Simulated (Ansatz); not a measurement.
Question: Name a neutral molecule of C, Cl, N, O, Si and H with LUMO energy (ωB97M-V/def2-TZVPP) between 1.45 and 1.75 eV and HOMO–LUMO gap (B3LYP/def2-TZVPP) between 6.30 and 6.60 eV (Ansatz, PBE0-D4/def2-TZVP geometry).

Answer: `NC(=O)[SiH2]Cl` (1.64 eV, 6.37 eV); `CNC(=O)[SiH2]Cl` (1.72 eV, 6.39 eV). Other molecules can fit too; these were computed, each in one conformer that needn't be the lowest.

B3LYP here is the variant with VWN-RPA as its local correlation; programs differ in this.
